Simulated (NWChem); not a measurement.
Everything below was run with NWChem. System: H2BI, charge 1, spin multiplicity 2, at the geometry of a parent with another charge or spin, in a state set for the comparison that need not be this species' ground state. Its SCF solution wasn't tested for a lower state. Level: ROCCSD(T)/def2-SVP with def2 effective core potentials on I, 5 core orbitals frozen.

Input file:

```
start mol
memory heap 100 mb stack 700 mb global 1900 mb
charge 1
geometry units angstroms nocenter noautoz
  B      0.000000     0.000000    -1.855482
  H     -1.060295     0.000000    -2.414508
  H      1.060295     0.000000    -2.414508
  I      0.000000     0.000000     0.266159
  symmetry group C2v
end
basis spherical
  * library def2-svp
end
ecp
  I library def2-ecp
end
scf
  rohf
  nopen 1
  maxiter 100
  thresh 1e-7
  semidirect memsize 60000000 filesize 0
  # guess.movecs holds the orbitals of an unrestricted PBE0 run
  vectors input guess.movecs swap 15 16 output mol.movecs
end
tce
  freeze core 5
  ccsd(t)
  2eorb
  2emet 13
  thresh 1e-6
  maxiter 100
  tilesize 24
end
task tce energy
```

Part of the output:

```
             Northwest Computational Chemistry Package (NWChem) 7.3.0
             --------------------------------------------------------

                                NWChem Input Module
                                -------------------

 Scaling coordinates for geometry "geometry" by  1.889725989
 (inverse scale =  0.529177249)

 Turning off AUTOSYM since
 SYMMETRY directive was detected!

                             Geometry "geometry" -> ""
                             -------------------------

 Output coordinates in angstroms (scale by  1.889725989 to convert to a.u.)

  No.       Tag          Charge          X              Y              Z
 ---- ---------------- ---------- -------------- -------------- --------------
    1 B                    5.0000     0.00000000     0.00000000    -1.85548200
    2 H                    1.0000    -1.06029500     0.00000000    -2.41450800
    3 H                    1.0000     1.06029500     0.00000000    -2.41450800
    4 I                   53.0000     0.00000000     0.00000000     0.26615900

 Effective nuclear repulsion energy (a.u.)      90.2184912561

            Nuclear Dipole moment (a.u.)
            ----------------------------
        X                 Y               Z
 ---------------- ---------------- ----------------
     0.0000000000     0.0000000000     0.0000018897

      Symmetry information
      --------------------

 Group name             C2v
 Group number             16
 Group order               4
 No. of unique centers     3

      Symmetry unique atoms

     1    2    4


 Summary of "ao basis" -> "" (spherical)
 ------------------------------------------------------------------------------
       Tag                 Description            Shells   Functions and Types
 ---------------- ------------------------------  ------  ---------------------
 *                          def2-svp                  on all atoms

 Summary of "ao basis" -> "ao basis" (spherical)
 ------------------------------------------------------------------------------
       Tag                 Description            Shells   Functions and Types
 ---------------- ------------------------------  ------  ---------------------
 B                          def2-svp                 6       14   3s2p1d
 H                          def2-svp                 3        5   2s1p
 I                          def2-svp                10       26   4s4p2d

                                 NWChem SCF Module
                                 -----------------

  ao basis        = "ao basis"
  functions       =    50
  atoms           =     4
  closed shells   =    15
  open shells     =     1
  charge          =   1.00
  wavefunction    = ROHF
  use symmetry    = T
  symmetry adapt  = T

 Summary of "ao basis" -> "ao basis" (spherical)
 ------------------------------------------------------------------------------
       Tag                 Description            Shells   Functions and Types
 ---------------- ------------------------------  ------  ---------------------
 B                          def2-svp                 6       14   3s2p1d
 H                          def2-svp                 3        5   2s1p
 I                          def2-svp                10       26   4s4p2d

      Symmetry analysis of basis
      --------------------------

        a1         23
        a2          4
        b1         13
        b2         10

 Forming initial guess at       0.1s

 Swapping ROHF orbitals    15   16

      Symmetry analysis of molecular orbitals - initial
[...]
         207.584396679222           0.000000000000           0.000000000000
           0.000000000000         215.676589475456           0.000000000000
           0.000000000000           0.000000000000           8.092192796234

  Mulliken analysis of the total density
  --------------------------------------

    Atom       Charge   Shell Charges
 -----------   ------   -------------------------------------------------------
    1 B    5     4.78   1.99  0.90  0.13  1.35  0.37  0.04
    2 H    1     0.92   0.72  0.18  0.02
    3 H    1     0.92   0.72  0.18  0.02
    4 I   25    24.39   1.83  0.22  1.32  0.59  2.94  3.11  2.52  1.81  9.83  0.21

 Mulliken analysis of the open-shell density
 -------------------------------------------

    Atom       Charge   Shell Charges
 -----------   ------   -------------------------------------------------------
    1 B    5     0.00   0.00  0.00  0.00  0.01 -0.01  0.00
    2 H    1     0.01   0.01  0.00  0.00
    3 H    1     0.01   0.01  0.00  0.00
    4 I   25     0.98  -0.00  0.00  0.00  0.00 -0.04  0.04  0.56  0.40  0.00 -0.00

       Multipole analysis of the density wrt the origin
       ------------------------------------------------

     L   x y z        total         open         nuclear
     -   - - -        -----         ----         -------
     0   0 0 0      1.000000     -1.000000     32.000000

     1   1 0 0      0.000000     -0.000000      0.000000
     1   0 1 0     -0.000000      0.000000      0.000000
     1   0 0 1     -0.811794     -0.364060    -14.083090

     2   2 0 0    -20.963588     -3.792613      8.029363
     2   1 1 0     -0.000000      0.000000      0.000000
     2   1 0 1      0.000000     -0.000000      0.000000
     2   0 2 0    -22.776308     -1.242312      0.000000
     2   0 1 1     -0.000000      0.000000      0.000000
     2   0 0 2    -16.910047     -2.230093    109.434481

                   NWChem Extensible Many-Electron Theory Module
                   ---------------------------------------------


            General Information
            -------------------
      Number of processors :     1
         Wavefunction type : Restricted open-shell Hartree-Fock
          No. of electrons :    31
           Alpha electrons :    16
            Beta electrons :    15
           No. of orbitals :   100
            Alpha orbitals :    50
             Beta orbitals :    50
        Alpha frozen cores :     5
         Beta frozen cores :     5
     Alpha frozen virtuals :     0
      Beta frozen virtuals :     0
         Spin multiplicity : doublet
    Number of AO functions :    50
       Number of AO shells :    22
        Use of symmetry is : on
      Symmetry adaption is : on
         Schwarz screening : 0.10D-09

          Correlation Information
          -----------------------
          Calculation type : Coupled-cluster singles & doubles w/ perturbation
   Perturbative correction : (T)
            Max iterations :      100
        Residual threshold : 0.10D-05
     T(0) DIIS level shift : 0.00D+00
     L(0) DIIS level shift : 0.00D+00
     T(1) DIIS level shift : 0.00D+00
     L(1) DIIS level shift : 0.00D+00
     T(R) DIIS level shift : 0.00D+00
     T(I) DIIS level shift : 0.00D+00
   CC-T/L Amplitude update :  5-th order DIIS
                I/O scheme : Global Array Library
        L-threshold :  0.10D-05
        EOM-threshold :  0.10D-05
 no EOMCCSD initial starts read in
 TCE RESTART OPTIONS
 SLICE:      F
 D4D5:       F
 quantumc:   F
 qrotation:  F
 pwtce:      F
 qducc:      F
 nacto:                         0
 nrotv:                         0
 nrot:                          0

            Memory Information
            ------------------
          Available GA space size is     249031800 doubles
          Available MA space size is     104847996 doubles

 Maximum block size supplied by input
 Maximum block size        24 doubles

 tile_dim =     15

 -------------------------------------------------

 Global array virtual files algorithm will be used

 Parallel file system coherency ......... OK

 4-electron integrals stored in orbital form

 v2    file size   =           271834
 4-index algorithm nr.  13 is used
 imaxsize =       30
 imaxsize ichop =        0


CCSD iterations
 ---------------------------------------------------------
 Iter          Residuum       Correlation     Cpu    Wall
 ---------------------------------------------------------
    1   0.1100547681223  -0.1861845659344     0.9     0.9
    2   0.0308244341020  -0.2043595281114     0.9     0.9
    3   0.0127245615313  -0.2085726977632     0.9     0.9
    4   0.0049665984714  -0.2099907881862     0.9     0.9
    5   0.0041810961683  -0.2103945874388     0.9     0.9
    6   0.0014703408939  -0.2107369323744     0.9     0.9
    7   0.0011391821599  -0.2107943385563     0.9     0.9
    8   0.0005195537628  -0.2108184128515     0.9     0.9
    9   0.0005354524233  -0.2108260029875     0.9     0.9
   10   0.0002364849206  -0.2108405903783     0.9     0.9
   11   0.0000446260955  -0.2108567447585     0.9     0.9
   12   0.0000211259954  -0.2108605909719     0.9     0.9
   13   0.0000084306871  -0.2108620220940     0.9     0.9
   14   0.0000079252732  -0.2108623177352     0.9     0.9
   15   0.0000029050139  -0.2108626491447     0.9     0.9
   16   0.0000014492884  -0.2108628023915     0.9     0.9
   17   0.0000013246258  -0.2108628362452     0.9     0.9
   18   0.0000004472136  -0.2108628539263     0.9     0.9
 -----------------------------------------------------------------
 Iterations converged
 CCSD correlation energy / hartree =        -0.210862853926281
 CCSD total energy / hartree       =      -322.357494540445259

 Singles contributions

 Doubles contributions
 CCSD(T)
 Using plain CCSD(T) code
             total no. of tasks         1850
 total no. of tasks / no. procs         1850
                         wl_min            2           1.1
                         wl_max       421875           8.7
        thresh for no. of tasks         1850

 CCSD[T]  correction energy / hartree =        -0.005817344697952
 CCSD[T] correlation energy / hartree =        -0.216680198624233
 CCSD[T] total energy / hartree       =      -322.363311885143219
 CCSD(T)  correction energy / hartree =        -0.005462590671585
 CCSD(T) correlation energy / hartree =        -0.216325444597866
 CCSD(T) total energy / hartree       =      -322.362957131116843

 Task  times  cpu:       21.0s     wall:       21.0s

 Total times  cpu:       21.1s     wall:       21.1s
```
